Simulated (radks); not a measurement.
Values are calculated unless marked as measured or tabulated.
How relativity changes the ionisation of the rhodium ion Rh2+ ([Kr] 4d7) to Rh3+ ([Kr] 4d6). Spin-unpolarised spherical Kohn-Sham, LDA (Slater exchange, Perdew-Wang correlation), point nucleus unless stated (finite: rms radius 4.4945 fm), a radial shooting solver on a logarithmic mesh with Libxc functionals. A level marked "c x" has the speed of light scaled by that factor and shares open shells by 2j + 1; other Dirac levels either fill j = l - 1/2 first or share by 2j + 1.

| level | E(Rh2+) (hartree) | E(Rh3+) (hartree) | IE (eV) | HOMO | <r> HOMO (bohr) |
|---|---|---|---|---|---|
| non-rel. | -4682.27906 | -4681.06091 | 33.148 | 4d | 1.433 |
| scalar-rel. | -4778.48913 | -4777.28601 | 32.739 | 4d | 1.447 |
| scalar-rel., finite nucleus | -4778.40451 | -4777.20139 | 32.739 | 4d | 1.447 |
| Dirac, 2j+1 shares | -4779.39779 | -4778.19477 | 32.736 | 4d5/2 | 1.454 |
| Dirac, low j first | -4779.41760 | -4778.22389 | 32.483 | 4d5/2 | 1.455 |
| Dirac, 2j+1 shares, finite nucleus | -4779.31299 | -4778.10996 | 32.736 | 4d5/2 | 1.454 |
| Dirac, c x 0.75 | -4862.86202 | -4861.67042 | 32.425 | 4d5/2 | 1.470 |
| Dirac, c x 5 | -4685.96992 | -4684.75239 | 33.131 | 4d5/2 | 1.434 |
| Dirac, c x 10 | -4683.20036 | -4681.98236 | 33.143 | 4d5/2 | 1.433 |

NIST Atomic Spectra Database: 31.060 eV (semi-empirical). The relativistic part of the total energy of Rh2+ is -97.03 hartree (Dirac, 2j+1 shares, finite nucleus), 2.1 % of the non-relativistic value. Spin polarisation and multiplet splitting of open shells are left out at every level.

Beside tabulated values, note that relativity, absent from the non-relativistic runs, is large for the heavy elements, and spin-unpolarised runs miss the spin-polarisation part of the exchange energy of open shells.
